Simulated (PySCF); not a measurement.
A structure optimised at PBE0-D3(BJ)/def2-SVP, used in a PySCF frequency run:

```
B
O 1 1.3692
H 2 0.9609 1 114.03
N 1 1.4020 2 125.43 3 0.00
H 4 1.0101 1 126.43 2 0.00
H 4 1.0120 5 114.77 1 180.00
C 1 1.5872 2 116.58 3 180.00
F 7 1.3875 1 111.22 2 180.00
H 7 1.1053 8 108.70 6 122.24
H 7 1.1053 9 106.48 8 -116.94
```
Charge 0, spin multiplicity 1.

Q: Write its SMILES, formula and point group.

A: NB(O)CF, CH5BFNO, Cs

Q: What are its rotational constants (standard atomic weights)?

A: 8.7510, 3.5849, 2.5842 GHz
